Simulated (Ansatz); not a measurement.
C4H6AlFO2, SMILES `[CH3][Al-]1([F])[O]C=CC=[O+]1`, relaxed with RKS PBE0-D4/def2-TZVP in Ansatz from a PBE-D4/def2-SVP geometry. The force threshold is 0.005 eV/Å; the program also tests the step.

Charge 0, multiplicity 1.

Start:

```xyz
14

C    -0.195   -0.810   -2.416
Al   -0.340    0.502   -0.990
F    -0.886    2.071   -1.288
O    -1.342   -0.119    0.468
C    -0.944   -0.162    1.686
C     0.348    0.157    2.140
C     1.366    0.558    1.257
O     1.249    0.688   -0.012
H     0.521   -0.479   -3.198
H     0.154   -1.797   -2.045
H    -1.172   -0.972   -2.918
H    -1.703   -0.494    2.429
H     0.571    0.078    3.213
H     2.375    0.779    1.673
```

(1) How much energy does the relaxation release, and in how many steps? (Estimate.)

(2) Which bonds change most? (Estimate.)

(3) Give the relaxed structure. (An estimate is asked.)

## Answers

(1) Computed: 9.24 kJ/mol, in 10 steps, 1 of them rejected.

(2) Computed: Al2–O8 from 1.875 to 1.836 Å; Al2–O4 from 1.875 to 1.836 Å; Al2–F3 from 1.688 to 1.661 Å; C5–H12 from 1.113 to 1.094 Å.

(3) Ansatz gave: 
```xyz
14

C    -0.196   -0.800   -2.404
Al   -0.326    0.479   -0.958
F    -0.861    2.024   -1.248
O    -1.311   -0.141    0.463
C    -0.931   -0.159    1.670
C     0.338    0.176    2.126
C     1.349    0.550    1.249
O     1.236    0.651   -0.009
H     0.498   -0.458   -3.178
H     0.157   -1.777   -2.060
H    -1.164   -0.955   -2.890
H    -1.681   -0.480    2.400
H     0.551    0.120    3.183
H     2.341    0.770    1.656
```
